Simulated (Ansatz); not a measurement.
Gas-phase electronic energies from Ansatz, PBE0-D4/def2-TZVP geometries. CCSD(T)/CBS adds triple-zeta CCSD(T) − MP2 to the extrapolated MP2 energy (def2 sets, frozen cores). This one scheme is used for every species. For Ge outer-core shells are correlated without core-valence functions, which leaves a few kJ/mol of doubt a bond. Scalar relativity is left out up to krypton. Each species was taken in one conformer, which may not be the lowest.

`C[CH2][Ge][OH]` + dimethylamine → `C[N](C)[Ge][OH]` + ethane  (ligand exchange at a Ge–C bond)

`C[CH2][Ge][OH]`:

Z-matrix (Å, degrees):
```
C
C 1 1.519
H 1 1.095 2 111.8
H 1 1.094 2 112.3 3 119.7
H 1 1.095 2 111.7 3 -120.7
Ge 2 2.014 1 118.5 3 60.4
H 2 1.099 1 111.0 3 -61.7
H 2 1.099 1 111.0 3 -177.6
O 6 1.789 2 99.7 1 -0.3
H 9 0.963 6 114.7 2 -0.0
```

`CNC`:

Cartesian coordinates in Å:
```
C 0.166 -1.186 -0.165
N 0.690 0.133 0.105
C -0.311 1.168 -0.013
H 0.943 -1.936 -0.008
H -0.144 -1.247 -1.213
H -0.708 -1.457 0.452
H 1.099 0.156 1.030
H -0.646 1.233 -1.053
H 0.118 2.135 0.255
H -1.206 1.000 0.611
```

`C[N](C)[Ge][OH]`:

```xyz
12

C    -0.161   -0.876   -0.668
N    -0.002    0.269    0.185
C    -1.006    1.279   -0.046
Ge    1.264    0.609    1.478
O     2.296   -0.854    1.379
H    -0.052   -0.610   -1.728
H     0.576   -1.651   -0.447
H    -1.153   -1.330   -0.543
H    -0.851    2.129    0.625
H    -2.018    0.890    0.132
H    -0.973    1.655   -1.077
H     2.080   -1.508    0.709
```

`CC`:

Cartesian coordinates in Å:
```
C 0.092 0.359 0.663
C -0.092 -0.359 -0.663
H -0.869 0.579 1.134
H 0.672 -0.243 1.366
H 0.617 1.308 0.532
H 0.869 -0.579 -1.134
H -0.672 0.243 -1.366
H -0.617 -1.308 -0.532
```

```json
{"species": "`C[CH2][Ge][OH]`", "CCSD/CBS(def2) energy (Eh)": "-2230.97826"}
{"species": "`CNC`", "CCSD/CBS(def2) energy (Eh)": "-134.98104"}
{"species": "`C[N](C)[Ge][OH]`", "CCSD/CBS(def2) energy (Eh)": "-2286.28936"}
{"species": "`CC`", "CCSD/CBS(def2) energy (Eh)": "-79.70621"}
```

Q: Work out ΔE.

A: ΔE = (-2286.28936) + (-79.70621) − (-2230.97826) − (-134.98104) = -0.03627 Eh = -0.99 eV. CCSD(T)/CBS gives -1.02 eV.

Largest T1 diagnostic among the species: 0.014.

From r2SCAN to r2SCAN0 (25 % exact exchange), in def2-TZVPP and without D4, ΔE moves by +0.04 eV. In def2-TZVPP, CCSD(T) changes the Hartree–Fock value by −0.07 eV (the triples alone add −0.03 eV) and MP2 by −0.13 eV.
